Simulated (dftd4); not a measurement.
F6Sb, charge -1, singlet, geometry from GFN2-xTB; D4 for bp86 (dftd4).

Here is a job for dftd4.
```
$ dftd4 mol.xyz --func bp86 --charge -1 --json dftd4.json --noedisp --grad

# file mol.xyz
7

F     -0.44409035    -1.33755003    -1.30118803
Sb     0.00000000    -0.00000000    -0.00000000
F      1.86128177    -0.22198035    -0.40706450
F      0.13326868    -1.35684607     1.34927937
F     -0.13326868     1.35684607    -1.34927937
F      0.44409035     1.33755003     1.30118803
F     -1.86128177     0.22198035     0.40706450
```

It wrote (shortened):

```
                    ____  _____ _____     ____  _  _
      -------------|  _ \|  ___|_   _|---|  _ \| || |------------
     |             | | | | |_    | | ___ | | | | || |_           |
     |             | |_| |  _|   | ||___|| |_| |__   _|          |
     |             |____/|_|     |_|     |____/   |_|            |
     |             ===================================           |
     |            E. Caldeweyher, S. Ehlert & S. Grimme          |
     |          Mulliken Center for Theoretical Chemistry        |
     |                    University of Bonn                     |
      -----------------------------------------------------------

Rational (Becke-Johnson) damping: bp86-D4-ATM
---------------------
  s6         1.0000
  s8         3.3550
  s9         1.0000
  a1         0.4365
  a2         4.9241
 alp        16.0000
--------------------

Dispersion energy:      -9.0940014562100E-03 Eh

Gradient norm:           5.7094433037360E-04 Eh/a0
--------------------------------------------------
     #    Z           dE/dx      dE/dy      dE/dz
--------------------------------------------------
     1    9 F    -5.396E-05 -1.625E-04 -1.581E-04
     2   51 Sb    1.291E-20  1.586E-19 -5.108E-20
     3    9 F     2.262E-04 -2.697E-05 -4.946E-05
     4    9 F     1.619E-05 -1.649E-04  1.640E-04
     5    9 F    -1.619E-05  1.649E-04 -1.640E-04
     6    9 F     5.396E-05  1.625E-04  1.581E-04
     7    9 F    -2.262E-04  2.697E-05  4.946E-05
--------------------------------------------------

Virial:
--------------------------------------------------
      component           x          y          z
--------------------------------------------------
          x       1.690E-03 -1.652E-12 -3.601E-12
          y      -1.652E-12  1.690E-03  2.399E-13
          z      -3.601E-12  2.399E-13  1.690E-03
--------------------------------------------------

[Info] Dispersion results written to 'dftd4.txt'
[Info] JSON dump of results written to 'dftd4.json'
```
